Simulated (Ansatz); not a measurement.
`[SiH3][CH2][GaH][Cl]` + `BN` → `BN[SiH3]` + `[CH3][GaH][Cl]`  (ligand exchange at the Si–C bond)

Computed with Ansatz on PBE0-D4/def2-TZVP structures; ΔE is electronic, products minus reactants. CCSD(T)/CBS adds triple-zeta CCSD(T) − MP2 to the extrapolated MP2 energy (def2 sets, frozen cores). This one scheme is used for every species. DFT in def2-TZVPP. HSE06 is defined as in plane-wave codes. For Ga outer-core shells are correlated without core-valence functions, which leaves a few kJ/mol of doubt a bond. Scalar relativity is left out up to krypton. One conformer a species, not always the lowest.

(1) Is it downhill or uphill in electronic energy at CCSD(T)/CBS, and by how much? (Best estimate.)

(2) What do these levels give: PBE0-D4, HSE06-D4, CAM-B3LYP-D4, PBE-QIDH, PBE, r2SCAN, r2SCANh, CCSD(T)/def2-SVP, HF/def2-TZVPP, SCS-MP2/def2-TZVPP, SCS-MP2/def2-QZVPP, CCSD/CBS(def2)? (An estimate is asked.)

Largest T1 diagnostic among the species: 0.012.

Answers

(1) The calculation gave: Downhill: ΔE = -0.30 eV.

(2) The calculation gave: PBE0-D4 -0.25, HSE06-D4 -0.25, CAM-B3LYP-D4 -0.34, PBE-QIDH -0.30, PBE -0.25, r2SCAN -0.29, r2SCANh -0.30, CCSD(T)/def2-SVP -0.27, HF/def2-TZVPP -0.45, SCS-MP2/def2-TZVPP -0.34, SCS-MP2/def2-QZVPP -0.35, CCSD/CBS(def2) -0.32 eV.

The D4 term adds +0.04 eV with B3LYP and +0.02 eV with PBE0; it sums over pairs of atoms, weighted by their polarisabilities, and B3LYP, whose exchange is more repulsive, gets the larger term. From BLYP to BHLYP (50 % exact exchange), in def2-TZVPP and without D4, ΔE moves by −0.04 eV. Leaving LDA and LC-ωPBE aside and taking each functional with its dispersion term where it has one, the values, not all of them listed here, spread over 0.12 eV, from B2PLYP to PBE-D4.

B3LYP here is the variant with VWN-RPA as its local correlation; programs differ in this.
